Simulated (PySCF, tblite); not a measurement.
C7H17P.
Geometry (GFN2-xTB, Å), atoms numbered from 1 in this order:
```
atom  x, y, z in Å
C1     4.0351    0.2925    0.5495
C2     2.8143   -0.2785   -0.1618
C3     1.5133    0.1569    0.5089
C4     0.2879   -0.4132   -0.1972
P5    -1.2908    0.0430    0.6855
C6    -1.4493    1.7882    0.0813
C7    -2.4620   -0.7678   -0.5215
C8    -3.9180   -0.5409   -0.1392
H9     4.0056    1.3802    0.5446
H10    4.0636   -0.0437    1.5837
H11    4.9507   -0.0281    0.0579
H12    2.8713   -1.3697   -0.1626
H13    2.8117    0.0535   -1.2033
H14    1.5119   -0.1750    1.5501
H15    1.4607    1.2482    0.5117
H16    0.3485   -1.5056   -0.2039
H17    0.2489   -0.0692   -1.2358
H18   -2.4291    2.1723    0.3573
H19   -1.3253    1.8459   -0.9997
H20   -0.6970    2.4047    0.5686
H21   -2.2677   -0.3948   -1.5316
H22   -2.2433   -1.8390   -0.5074
H23   -4.1676    0.5171   -0.1760
H24   -4.1037   -0.8991    0.8711
H25   -4.5808   -1.0712   -0.8209
```

Theory: PBE0/pcSseg-1 in PySCF (dipole) on a GFN2-xTB geometry, gas phase.

Masses are those of the commonest isotopes; rigid-rotor values at the optimised geometry. The values belong to one conformer with, in the numbering `[CH3:1][CH2:2][CH2:3][CH2:4][P:5]([CH3:6])[CH2:7][CH3:8]`, C1–C2–C3–C4 180°, C2–C3–C4–P5 177°, C3–C4–P5–C6 78°, C4–P5–C7–C8 -177°.

Task: Give the principal moments of inertia and the rotational constants in GHz.

Result: Ia = 113.37, Ib = 831.99, Ic = 885.06 u·Å²; 505379 MHz·u·Å²/I gives 4458, 607.4 and 571.0 MHz, that is A = 4.4578, B = 0.6074, C = 0.5710 GHz.

Task: What kind of rotor is it?

Result: A near-prolate asymmetric top. Ray's parameter κ = (2B − A − C)/(A − C) = -0.981; −1 is the prolate and +1 the oblate limit.

Task: What does the inertial defect say?

Result: Not planar: Δ = Ic − Ia − Ib = -60.31 u·Å². For a rigid frame Δ = −2 Σ m c², so Σ m c² = 30.15 u·Å² lies off the ab plane: 13.42 from hydrogen and 16.73 from heavier atoms. The atom farthest from that plane is 1.56 Å away.

Task: Give the other two planar moments, Paa and Pbb, and the rms extents of the mass along the axes.

Result: Paa = Σ m a² = (Ib + Ic − Ia)/2 = 801.84 and Pbb = Σ m b² = (Ia + Ic − Ib)/2 = 83.22 u·Å². With the mass M = 132.11 u, the rms extents √(P/M) along a, b and c are 2.46, 0.79, 0.48 Å.

Task: List the rotational levels J(Ka,Kc) to J = 2 (K).

Result: Above 0(0,0), as E/k:
J = 1: 1(0,1) 0.057, 1(1,1) 0.241, 1(1,0) 0.243
J = 2: 2(0,2) 0.170, 2(1,2) 0.353, 2(1,1) 0.358, 2(2,1) 0.912, 2(2,0) 0.912
Those of J = 1 are B + C, A + C and A + B.

Task: Which lines would a microwave search look for?

Result: The dipole components are |μa| = 0.14 D, |μb| = 0.17 D, |μc| = 1.22 D. The squared components, which scale the intensities, stand as 0.01 : 0.02 : 1.00 (a : b : c). Some lines, for components of 0.1 D or more:

```tsv
type	branch	J(Ka,Kc)	MHz	lower level (cm⁻¹)
a	R	2(1,1) ← 1(1,0)	2393	0.169
a	R	3(0,3) ← 2(0,2)	3534	0.118
c	Q	3(1,3) ← 3(0,3)	3760	0.236
b	Q	1(1,0) ← 1(0,1)	3887	0.039
b	Q	3(1,2) ← 3(0,3)	3979	0.236
b	R	1(1,1) ← 0(0,0)	5029	0.000
b	R	2(1,2) ← 1(0,1)	6171	0.039
b	Q	2(2,1) ← 2(1,2)	11660	0.245
b	R	2(2,0) ← 1(1,1)	13981	0.168
c	R	3(2,2) ← 2(1,2)	15196	0.245
c	Q	3(3,1) ← 3(2,1)	19342	0.752
b	Q	3(3,1) ← 3(2,2)	19343	0.752
c	R	3(3,1) ← 2(2,1)	22879	0.634
```

Task: Estimate the classical rotational partition function at 10 K, 100 K and 500 K.

Result: Point group C1, symmetry number σ = 1; q = (√π/σ)·√((kT/h)³/(ABC)), k/h = 20836.6 MHz/K: 4290 at 10 K, 136000 at 100 K, 1520000 at 500 K.

Its GFN2-xTB frequencies are all real (lowest 42 cm⁻¹). Zero-point vibration and centrifugal distortion are left out. A rigid rotor knows nothing of internal rotation, which can split or shift real lines.
